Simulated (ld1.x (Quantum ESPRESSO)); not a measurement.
# magnesium (Mg) TM: all-electron and pseudo phase curves

```
Element                 : Mg
Generator               : ld1.x (Quantum ESPRESSO) 7.5
Type                    : norm-conserving Troullier–Martins (Kleinman–Bylander form)
Functional              : PBE
Relativity              : scalar-relativistic
Frozen core             : [He]
Valence charge          : 10
Reference configuration : 2s2 2p6 3s0 3p0 (charge +2)
Partial waves           : 2p (bound): rc 0.95 bohr; 2s (bound): rc 0.75 bohr
Local potential         : the s channel
Core correction         : none
```

The phase is arctan(r·u′/u) with u = r·R(r), unwrapped; energies in Ry, scanned from -9 to 5 Ry. A pole is an energy at which the radial function vanishes at the test radius. The pseudo phase is shifted by a multiple of π to meet the all-electron one at the reference energy, and phase errors are pseudo minus all-electron; the curves can meet again beyond the range given. Levels narrower than the energy grid can be missing from the lists of poles.

Question: For each channel, where are the poles, and over which energies does the pseudopotential scatter like the atom?

Answer:

```json
{"channel": "s", "radius (bohr)": "1.05", "reference energy (Ry)": "-7.35", "poles, all-electron": "-4.49", "poles, pseudo": "-4.51", "unbroken range about the reference energy with phases within 0.05 rad": "the whole range", "phase error 1 Ry above the reference energy (rad)": "-0.000"}
{"channel": "p", "radius (bohr)": "1.05", "reference energy (Ry)": "-4.90", "poles, all-electron": "-2.54", "poles, pseudo": "-2.53", "unbroken range about the reference energy with phases within 0.05 rad": "the whole range", "phase error 1 Ry above the reference energy (rad)": "+0.001"}
```

Phases in the p channel:

```json
{"E (Ry)": "-9.00", "all-electron": "1.056", "pseudo": "1.056"}
{"E (Ry)": "-8.52", "all-electron": "1.006", "pseudo": "1.006"}
{"E (Ry)": "-8.04", "all-electron": "0.938", "pseudo": "0.939"}
{"E (Ry)": "-7.56", "all-electron": "0.844", "pseudo": "0.845"}
{"E (Ry)": "-7.08", "all-electron": "0.703", "pseudo": "0.704"}
{"E (Ry)": "-6.60", "all-electron": "0.479", "pseudo": "0.480"}
{"E (Ry)": "-6.12", "all-electron": "0.122", "pseudo": "0.123"}
{"E (Ry)": "-5.64", "all-electron": "-0.358", "pseudo": "-0.358"}
{"E (Ry)": "-5.16", "all-electron": "-0.799", "pseudo": "-0.799"}
{"E (Ry)": "-4.68", "all-electron": "-1.095", "pseudo": "-1.095"}
{"E (Ry)": "-4.20", "all-electron": "-1.280", "pseudo": "-1.280"}
{"E (Ry)": "-3.72", "all-electron": "-1.400", "pseudo": "-1.400"}
{"E (Ry)": "-3.24", "all-electron": "-1.484", "pseudo": "-1.484"}
{"E (Ry)": "-2.76", "all-electron": "-1.547", "pseudo": "-1.546"}
{"E (Ry)": "-2.28", "all-electron": "-1.596", "pseudo": "-1.594"}
{"E (Ry)": "-1.80", "all-electron": "-1.636", "pseudo": "-1.634"}
{"E (Ry)": "-1.32", "all-electron": "-1.670", "pseudo": "-1.668"}
{"E (Ry)": "-0.84", "all-electron": "-1.700", "pseudo": "-1.697"}
{"E (Ry)": "-0.36", "all-electron": "-1.727", "pseudo": "-1.724"}
{"E (Ry)": "0.12", "all-electron": "-1.752", "pseudo": "-1.749"}
{"E (Ry)": "0.60", "all-electron": "-1.777", "pseudo": "-1.773"}
{"E (Ry)": "1.08", "all-electron": "-1.801", "pseudo": "-1.796"}
{"E (Ry)": "1.56", "all-electron": "-1.824", "pseudo": "-1.819"}
{"E (Ry)": "2.04", "all-electron": "-1.849", "pseudo": "-1.842"}
{"E (Ry)": "2.52", "all-electron": "-1.874", "pseudo": "-1.866"}
{"E (Ry)": "3.00", "all-electron": "-1.901", "pseudo": "-1.891"}
{"E (Ry)": "3.48", "all-electron": "-1.929", "pseudo": "-1.917"}
{"E (Ry)": "3.96", "all-electron": "-1.960", "pseudo": "-1.946"}
{"E (Ry)": "4.44", "all-electron": "-1.994", "pseudo": "-1.977"}
{"E (Ry)": "4.92", "all-electron": "-2.033", "pseudo": "-2.011"}
```
